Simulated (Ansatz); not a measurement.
Reaction (redistribution): `[SiH]N([SiH3])[SiH3]` + `[Cl][GaH2]` → `[SiH]Cl` + `[SiH3][N]([SiH3])[GaH2]`

Gas-phase electronic energies from Ansatz, PBE0-D4/def2-TZVP geometries. CCSD(T)/CBS is the MP2 limit (def2-TZVPP, def2-QZVPP) plus CCSD(T) − MP2 in def2-TZVPP, frozen cores. This one scheme is used for every species. Functionals use def2-TZVPP. B3LYP here is the variant with VWN-RPA as its local correlation; programs differ in this. For Ga outer-core shells are correlated without core-valence functions, which leaves a few kJ/mol of doubt a bond. Scalar relativity is left out up to krypton.

`[SiH]N([SiH3])[SiH3]`:

Z-matrix (Å, degrees):
```
Si
N 1 1.748
H 1 1.486 2 110.3
H 1 1.486 2 110.3 3 -119.7
H 1 1.484 2 107.7 3 120.2
Si 2 1.755 1 120.2 3 60.0
Si 2 1.732 1 121.0 3 -120.0
H 6 1.483 2 110.7 1 -118.8
H 6 1.483 2 110.6 1 119.0
H 6 1.491 2 107.9 1 0.1
H 7 1.543 2 94.4 1 179.9
```

`[Cl][GaH2]`:

Cartesian coordinates in Å:
```
Cl -0.133 0.755 1.785
Ga 0.014 -0.080 -0.190
H 1.401 0.083 -0.876
H -1.283 -0.758 -0.720
```

`[SiH]Cl`:

Cartesian coordinates in Å:
```
Si -0.334 -0.581 0.482
Cl -0.835 0.897 -0.889
H 1.170 -0.316 0.407
```

`[SiH3][N]([SiH3])[GaH2]`:

Cartesian coordinates in Å:
```
Si -1.449 -0.619 0.546
N -0.003 0.067 -0.124
Si 1.486 -0.085 0.754
Ga -0.049 0.950 -1.754
H -2.578 -0.403 -0.395
H -1.284 -2.081 0.780
H -1.782 0.008 1.855
H 2.570 0.599 0.003
H 1.369 0.527 2.107
H 1.852 -1.516 0.941
H -1.440 1.026 -2.454
H 1.308 1.528 -2.259
```

| level | ΔE (kcal/mol) | difference from CCSD(T)/CBS |
| --- | --- | --- |
| PBE0-D4 | 13.2 | 1.5 |
| r2SCAN0-D4 | 13.7 | 2.0 |
| BLYP | 12.1 | 0.4 |
| B3LYP | 12.8 | 1.1 |
| r2SCAN0 | 13.7 | 2.0 |
| CCSD/def2-SVP | 13.9 | 2.2 |
| HF/def2-TZVPP | 15.2 | 3.5 |
| MP2/def2-TZVPP | 12.4 | 0.7 |
| HF/def2-QZVPP | 15.2 | 3.5 |
| CCSD/CBS(def2) | 11.9 | 0.2 |
| CCSD(T)/CBS | 11.7 | 0 |

Largest T1 diagnostic among the species: 0.014.

From PBE to PBE0 (25 % exact exchange), in def2-TZVPP and without D4, ΔE moves by +0.9 kcal/mol. At CCSD(T), def2-SVP lies +2.1 kcal/mol from the extrapolated value and def2-TZVPP +0.6 kcal/mol.
